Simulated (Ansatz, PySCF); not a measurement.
The Ansatz (a first-principles code) input:
Ansatz 0.2 input:
```yaml
crystal:
  periodic: [false, false, false]
  atoms:
    - {symbol: O, position_ang: [0.92501158, -0.69588946, 0.13212394]}
    - {symbol: C, position_ang: [-0.34051039, -0.19716062, 0.15520994]}
    - {symbol: O, position_ang: [-0.73036434, 0.99380704, -0.11121298]}
    - {symbol: H, position_ang: [1.46937990, -0.32626264, -0.58832390]}
    - {symbol: H, position_ang: [-0.98349538, -0.87411438, -0.51022332]}
basis:
  gaussian:
    orbitals: 6-311G__.json
hamiltonian:
  xc: revpbe
magnetization: {spin_polarized: true, initial_magnetization: 2}
accuracy: high
```
The basis file holds 6-311G** in the JSON format of the Basis Set Exchange.

**Question.** Write the same job for PySCF.

**Answer.** This is not unique; one that fits is 
```python
from pyscf import gto, scf, dft

mol = gto.M(
    atom='''
O     0.925012   -0.695889    0.132124
C    -0.340510   -0.197161    0.155210
O    -0.730364    0.993807   -0.111213
H     1.469380   -0.326263   -0.588324
H    -0.983495   -0.874114   -0.510223
''',
    basis='6-311g**',
    charge=0,
    spin=2,
    verbose=4,
)

mf = dft.UKS(mol)
mf.xc = 'revpbe'
mf.grids.atom_grid = (99, 590)
mf.grids.prune = None
mf.kernel()
```

Both were run: Ansatz gave -189.599997 Eh and PySCF -189.599997 Eh, 0.000 mEh apart.
